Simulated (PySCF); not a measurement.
Species: ethyl bromide, C2H5Br.
SMILES: `CCBr`

Method used: PySCF, TDDFT PBE0/def2-SVPD, vertical, gas phase, core orbitals frozen in the response. Geometry: PBE0-D3(BJ)/def2-SVP; no solvent, vibrations or thermal averaging. Relativistic effects, spin–orbit coupling among them, are left out although an element past zinc is present.

Lowest singlets, with some entries withheld (?).

```csv
state,E (eV),f,"main configurations (H = HOMO, L = LUMO)"
S1,6.17,0.0005,H→L (97%)
S2,6.23,0.0007,H-1→L (98%)
S3,?,?,H→L+1 (95%)
S4,7.49,0.072,H-1→L+1 (95%)
S5,8.22,?,?
S6,8.26,0.0080,?
S7,8.33,0.0018,?
S8,8.36,?,"H-1→L+2 (48%), H→L+3 (41%), H-2→L (8%)"
S9,8.51,0.049,H→L+4 (92%)
S10,?,0.057,H-1→L+4 (94%)
```

Problem. What stands in place of each question mark?

Solution. 
- S3: E = 7.42 eV; f = 0.043
- S5: f = 0.0017; H→L+2 (90%)
- S6: H→L+3 (55%), H-1→L+2 (42%)
- S7: H-1→L+3 (94%)
- S8: f = 0.065
- S10: E = 8.58 eV

Problem. Where do the lowest triplets lie (Tamm–Dancoff)?

Solution. T1 5.51 eV, H→L (95%); T2 5.56 eV, H-1→L (94%); T3 7.23 eV, H→L+1 (90%); T4 7.31 eV, H-1→L+1 (90%). E(S1) − E(T1) = +0.66 eV.

Problem. What is the mean static polarisability from the same response equations?

Solution. 49.1 au (7.27 Å³), with principal values 42.2, 44.7 and 60.2 au.

Problem. How far apart are S2 and S8, in eV and cm⁻¹?

Solution. 8.357 − 6.231 = 2.126 eV, or about 17150 cm⁻¹.

All these states lie below the vertical ionisation energy of 10.38 eV (ΔSCF).

Time: 18 s; peak memory 0.53 GiB. Hardware: one thread of an Arm Neoverse V1 (shared host).
